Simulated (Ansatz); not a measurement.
Species: C₂H₇O₂Si, net charge 0, doublet state. It need not be the lowest isomer of its formula. 
Coordinates optimised at B3LYP-D3(BJ)/def2-TZVP (Ansatz, an electronic-structure program):
SMILES: C[Si](C)([O])O
```xyz
12

Si     0.0225     0.0636     0.0448
C      1.5208    -1.0399     0.0865
C     -1.5224    -0.7813    -0.6219
O     -0.4855     0.4613     1.5685
O      0.4597     1.3576    -0.8785
H      1.3062    -1.9606     0.6297
H      2.3559    -0.5350     0.5737
H      1.8246    -1.2913    -0.9315
H     -1.3285    -1.0431    -1.6655
H     -2.3884    -0.1204    -0.5845
H     -1.7496    -1.6876    -0.0617
H     -0.1197     2.1234    -0.8951
```
Charge 0, spin multiplicity 2.

Basis-set convergence of Hartree-Fock and CCSD(T) correlation energies (hartree) with Ansatz. Correlated levels leave the core frozen unless marked. UHF or UKS for open shells. No spin-orbit coupling. Non-relativistic.

```csv
basis,functions,E(HF),"E(corr, CCSD(T))"
cc-pV(D+d)Z,114,-518.55521,-0.78791
cc-pV(T+d)Z,257,…,…
```

Q: What belongs in the gaps?

A: 
- cc-pV(T+d)Z, E(HF): -518.65616
- cc-pV(T+d)Z, E(corr, CCSD(T)): -0.98476
